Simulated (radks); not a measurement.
Task: All-electron atom: Pt+ in [Xe] 4f14 5d8 6s1 (not the ground configuration). Calculated with a radial shooting solver on a logarithmic mesh with Libxc functionals: Dirac Kohn-Sham, LDA (Slater exchange, Perdew-Wang correlation), spin-unpolarised, spherical densities, point nucleus; open shells are shared between the two j in proportion to 2j + 1. Some entries of the table are withheld. Estimate them.

orbital,occ.,eigenvalue (Ry),r(max) (bohr)
1s1/2,2,-5752.199,0.01062
2s1/2,2,-1010.519,0.06146
2p1/2,2,-968.7479,(1)
2p3/2,4,-841.7888,(2)
3s1/2,2,-237.9558,0.1730
3p1/2,2,-219.1874,0.1615
3p3/2,4,-191.2850,0.1763
3d3/2,4,(3),0.1374
3d5/2,6,(4),0.1414
4s1/2,2,-51.74048,0.3904
4p1/2,2,-43.78378,(5)
4p3/2,4,-37.12019,(6)
4d3/2,4,-24.07300,0.4130
4d5/2,6,-22.83395,0.4226
5s1/2,2,-8.32508,0.8688
4f5/2,6,-6.14691,0.3820
4f7/2,8,-5.89271,0.3867
5p1/2,2,-5.77265,0.9198
5p3/2,4,-4.65528,1.001
5d3/2,3.2,(7),1.227
5d5/2,4.8,(8),1.268
6s1/2,1,-1.05298,2.256

Result: 
(1) 2p1/2 r(max) (bohr): 0.04533
(2) 2p3/2 r(max) (bohr): 0.05260
(3) 3d3/2 eigenvalue (Ry): -159.9634
(4) 3d5/2 eigenvalue (Ry): -153.9454
(5) 4p1/2 r(max) (bohr): 0.3888
(6) 4p3/2 r(max) (bohr): 0.4196
(7) 5d3/2 eigenvalue (Ry): -1.29759
(8) 5d5/2 eigenvalue (Ry): -1.18986
